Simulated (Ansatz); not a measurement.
Ansatz (a first-principles code) input (wB97X-V/def2-TZVP):

Ansatz 0.2 input:
```yaml
crystal:
  periodic: [false, false, false]
  atoms:
    - {symbol: Ge, position_ang: [-0.08275598, 0.53781547, 0.33165785]}
    - {symbol: Cl, position_ang: [1.82797786, -0.31650379, -0.26015654]}
    - {symbol: Cl, position_ang: [-1.66244819, -0.72097814, -0.47520065]}
    - {symbol: H, position_ang: [-0.16581297, 0.42709784, 1.88802085]}
basis:
  gaussian:
    orbitals: def2-TZVP
hamiltonian:
  xc: {name: wB97X-V}
magnetization: {spin_polarized: true, initial_magnetization: 1}
relax: {f_tol: 0.003, max_steps: 100}
```

Output:

```
Functional definition: wB97X-V
integrals: 0.08 GiB planned
959 factors; their error is unknown
integrals: 0.11 GiB planned
194 factors; integrals over basis functions are off by at most 6.3e-6 eV
mean field: 1.11 GiB planned
mean field evaluation 1: about -81571.3422 eV, gradient 1.7e1 eV
mean field evaluation 2: about -81571.7770 eV, gradient 1.8e1 eV
mean field evaluation 4: about -81572.6411 eV, gradient 8.2e-1 eV
mean field evaluation 8: about -81572.8798 eV, gradient 3.5e-2 eV
mean field evaluation 16: about -81572.8798 eV, gradient 8.0e-5 eV
mean field -81572.87984022 eV, -2997.7480420442 hartree, gradient 8.0e-5 eV, S^2 0.754047; 0 other end points of the search recorded, 0 dependent functions left out
the calculation of the forces begins
reference -81572.87983910 eV, -2997.7480420031 hartree; 34, 33 occupied and 94, 95 virtual orbitals, 959 factors
relax step   1: F+E_penalty+E_count = -81572.87984022 eV  Δ(F+E_penalty+E_count) = +0.000e0 eV  max|allowed force component| = 5.067e-1 eV/Å  Δτ_max = 0.0000 Å  (33 SCF iters, accepted)
these checks for a lower state are left out or cut short: starts, cluster_reference, orbital_swaps, neighbouring_geometries, increment
integrals: 0.08 GiB planned
959 factors; their error is unknown
integrals: 0.11 GiB planned
194 factors; integrals over basis functions are off by at most 6.1e-6 eV
mean field: 1.12 GiB planned
mean field -81572.89591236 eV, -2997.7486326846 hartree, gradient 5.2e-5 eV, S^2 0.753722; 0 other end points of the search recorded, 0 dependent functions left out
the calculation of the forces begins
reference -81572.89591126 eV, -2997.7486326441 hartree; 34, 33 occupied and 94, 95 virtual orbitals, 959 factors
relax step   2: F+E_penalty+E_count = -81572.89591236 eV  Δ(F+E_penalty+E_count) = -1.607e-2 eV  max|allowed force component| = 7.582e-2 eV/Å  Δτ_max = 0.0246 Å  (34 SCF iters, accepted)
these checks for a lower state are left out or cut short: starts, cluster_reference, orbital_swaps, neighbouring_geometries, increment
integrals: 0.08 GiB planned
959 factors; their error is unknown
integrals: 0.11 GiB planned
194 factors; integrals over basis functions are off by at most 6.1e-6 eV
mean field: 1.11 GiB planned
mean field -81572.89622515 eV, -2997.7486441792 hartree, gradient 4.3e-5 eV, S^2 0.753669; 0 other end points of the search recorded, 0 dependent functions left out
the calculation of the forces begins
reference -81572.89622404 eV, -2997.7486441387 hartree; 34, 33 occupied and 94, 95 virtual orbitals, 959 factors
relax step   3: F+E_penalty+E_count = -81572.89622515 eV  Δ(F+E_penalty+E_count) = -3.128e-4 eV  max|allowed force component| = 3.514e-3 eV/Å  Δτ_max = 0.0032 Å  (36 SCF iters, accepted)
these checks for a lower state are left out or cut short: starts, cluster_reference, orbital_swaps, neighbouring_geometries, increment
integrals: 0.08 GiB planned
959 factors; their error is unknown
integrals: 0.11 GiB planned
194 factors; integrals over basis functions are off by at most 6.1e-6 eV
mean field: 1.11 GiB planned
mean field evaluation 32: about -81572.8962 eV, gradient 1.1e-2 eV
mean field -81572.89622587 eV, -2997.7486442058 hartree, gradient 1.0e-5 eV, S^2 0.753670; 0 other end points of the search recorded, 0 dependent functions left out
the calculation of the forces begins
reference -81572.89622477 eV, -2997.7486441653 hartree; 34, 33 occupied and 94, 95 virtual orbitals, 959 factors
relax step   4: F+E_penalty+E_count = -81572.89622587 eV  Δ(F+E_penalty+E_count) = -7.245e-7 eV  max|allowed force component| = 6.324e-5 eV/Å  Δτ_max = 0.0002 Å  (25 SCF iters, accepted)
integrals: 0.08 GiB planned
959 factors; their error is unknown
integrals: 0.11 GiB planned
194 factors; integrals over basis functions are off by at most 6.1e-6 eV
mean field: 1.11 GiB planned
mean field -81572.89622587 eV, -2997.7486442058 hartree, gradient 1.0e-5 eV, S^2 0.753670; 1 other end points of the search recorded, 0 dependent functions left out
the calculation of the forces begins
reference -81572.89622477 eV, -2997.7486441653 hartree; 34, 33 occupied and 94, 95 virtual orbitals, 959 factors
Total energy: -81572.89622477 eV, -2997.7486441653 hartree
Atom 0 at    -0.081311     0.522476     0.337061 Å, force    -0.000004     0.000063    -0.000058 eV/Å
Atom 1 at     1.802007    -0.313898    -0.260624 Å, force    -0.000037    -0.000005     0.000044 eV/Å
Atom 2 at    -1.637894    -0.712517    -0.472555 Å, force     0.000031     0.000003     0.000048 eV/Å
Atom 3 at    -0.165841     0.431370     1.880440 Å, force     0.000009    -0.000061    -0.000034 eV/Å
Dipole moment:    -0.048490     0.295110     0.231986 e Å
```

It need not be the lowest isomer of its formula.
